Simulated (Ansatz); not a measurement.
Reaction (ligand exchange at a B–S bond): `NB[S][GeH3]` + `N=CO` → `N=COBN` + `[SH][GeH3]`

Gas-phase electronic energies from Ansatz, PBE0-D4/def2-TZVP geometries. CBS: MP2 limit from def2 TZ/QZ plus the TZ coupled-cluster correction, frozen cores. This one scheme is used for every species. Functionals use def2-TZVPP. For Ge outer-core shells are correlated without core-valence functions, which leaves a few kJ/mol of doubt a bond. Scalar relativity is left out up to krypton. One conformer a species, not always the lowest.

CCSD(T)/CBS gives -34.4 kJ/mol.

Question: Another level gave -30.2 kJ/mol. Which?
A. CCSD/def2-TZVPP
B. CAM-B3LYP-D4/def2-TZVPP
C. PBE-QIDH/def2-TZVPP
D. PBE-D4/def2-TZVPP

Answer: C. PBE-QIDH -30.2, CAM-B3LYP-D4 -43.1, CCSD/def2-TZVPP -37.7, PBE-D4 -25.5 kJ/mol.

Question: What do rigid-rotor, harmonic-oscillator terms from PBE0-D4/def2-TZVP frequencies (298.15 K, 1 bar) make of the CCSD(T)/CBS value? (Estimate.)

Answer: The calculation gave: ΔZPE = -5.2 kJ/mol, ΔH = -40.6 kJ/mol, ΔS = -10 J/(mol·K), ΔG = -37.6 kJ/mol.

Largest T1 diagnostic among the species: 0.014.

At CCSD(T), def2-SVP lies −8.3 kJ/mol from the extrapolated value and def2-TZVPP −1.0 kJ/mol. In def2-TZVPP, CCSD(T) changes the Hartree–Fock value by +11.7 kJ/mol (the triples alone add +2.3 kJ/mol) and MP2 by +17.4 kJ/mol.
